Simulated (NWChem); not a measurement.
Species: WNHOF$_{2}$; SMILES [O]=[W]([F])([F])=[NH]

def2 effective core potentials on W; no spin-orbit coupling.

Task: Give the equilibrium geometry at PBE0/def2-SVP with def2 effective core potentials on W (NWChem) as a Z-matrix, with the point group.

Result: point group Cs; any orientation.
```
W
O 1 1.6956
N 1 1.7368 2 107.38
H 3 1.0164 1 151.03 2 0.00
F 1 1.8677 2 109.02 3 -116.01
F 1 1.8677 2 109.02 3 116.01
```
